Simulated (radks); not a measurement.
Q: Tm4+, 65 electrons, occupied as [Xe] 4f11. All-electron calculation, Dirac Kohn-Sham, BLYP, spin-unpolarised, spherical densities, finite nucleus; open shells fill j = l - 1/2 first; Fermi nuclear charge, rms radius 5.2256 fm. Program: a radial shooting solver on a logarithmic mesh with Libxc functionals. Some entries of the table are withheld. Estimate them.

orbital,occ.,eigenvalue (eV),<r> (bohr),<1/r> (bohr^-1)
1s1/2,2,-59263.60,0.02001,79.07
2s1/2,2,-10039.44,0.08431,19.05
2p1/2,2,-9573.273,0.07007,19.03
2p3/2,4,-8592.896,0.07746,16.42
3s1/2,2,-2300.270,0.2205,6.977
3p1/2,2,-2094.807,0.2103,6.895
3p3/2,4,-1887.865,0.2242,6.226
3d3/2,4,(1),0.1973,6.113
3d5/2,6,(2),0.2016,5.951
4s1/2,2,-497.7528,0.4968,(3)
4p1/2,2,-415.0178,(4),2.818
4p3/2,4,-367.9684,(5),2.587
4d3/2,4,-231.5949,0.5615,2.370
4d5/2,6,-222.9802,0.5725,2.313
5s1/2,2,-101.0255,1.183,1.132
5p1/2,2,-77.1742,1.303,1.015
5p3/2,4,-70.3365,1.392,0.9386
4f5/2,6,(6),(7),1.815
4f7/2,5,(8),(9),1.791

A: 
(1) 3d3/2 eigenvalue (eV): -1536.658
(2) 3d5/2 eigenvalue (eV): -1491.441
(3) 4s1/2 <1/r> (bohr^-1): 2.926
(4) 4p1/2 <r> (bohr): 0.5049
(5) 4p3/2 <r> (bohr): 0.5364
(6) 4f5/2 eigenvalue (eV): -57.0723
(7) 4f5/2 <r> (bohr): 0.7074
(8) 4f7/2 eigenvalue (eV): -55.7238
(9) 4f7/2 <r> (bohr): 0.7177
